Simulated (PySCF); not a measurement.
SMILES c1(-c2ccc(s2)C)c(F)cccc1F (C11H8F2S), singlet, GFN2-xTB optimised geometry.

```
22

C     -4.10    -1.30     0.56
C     -2.82    -0.62     0.25
C     -2.63     0.62    -0.29
C     -1.28     0.96    -0.44
C     -0.42    -0.02    -0.01
C      1.03     0.00    -0.01
C      1.80    -1.17     0.00
F      1.18    -2.37    -0.01
C      3.18    -1.17     0.00
C      3.86     0.03     0.00
C      3.15     1.22     0.00
C      1.77     1.18     0.00
F      1.13     2.37     0.03
S     -1.31    -1.39     0.58
H     -4.18    -2.25     0.02
H     -4.94    -0.67     0.28
H     -4.17    -1.53     1.63
H     -3.44     1.26    -0.58
H     -0.96     1.89    -0.86
H      3.70    -2.12     0.00
H      4.94     0.05     0.00
H      3.65     2.17     0.01
```

Density from CAM-B3LYP/def2-SVP (PySCF 2.14.0) at that geometry.

Minimum of the electron density along straight lines between bonded atoms, close to the bond critical point (lines longer than 1.1 times the sum of covalent radii, or with two minima, are not listed):

```tsv
bond	length / Å	ρ at the minimum / e bohr⁻³	∇²ρ there / e bohr⁻⁵	position (fraction from the first atom)
C1–C2	1.486	0.261	-0.63	0.49
C2–C3	1.362	0.324	-0.83	0.51
C3–C4	1.406	0.303	-0.77	0.50
C4–C5	1.370	0.318	-0.80	0.49
C5–C6	1.449	0.276	-0.67	0.50
C6–C7	1.401	0.308	-0.79	0.49
C7–F8	1.348	0.253	0.12	0.33
C7–C9	1.380	0.321	-0.86	0.52
C9–C10	1.383	0.314	-0.81	0.50
C10–C11	1.384	0.313	-0.81	0.50
C6–C12	1.401	0.307	-0.78	0.49
C11–C12	1.380	0.321	-0.86	0.48
C12–F13	1.349	0.253	0.12	0.33
C2–S14	1.728	0.216	-0.48	0.47
C5–S14	1.744	0.209	-0.44	0.47
C1–H15	1.090	0.276	-1.02	0.63
C1–H16	1.087	0.277	-1.04	0.63
C1–H17	1.090	0.276	-1.02	0.63
C3–H18	1.076	0.284	-1.09	0.63
C4–H19	1.074	0.287	-1.13	0.64
C9–H20	1.078	0.284	-1.10	0.64
C10–H21	1.078	0.286	-1.11	0.64
C11–H22	1.078	0.284	-1.10	0.64
```
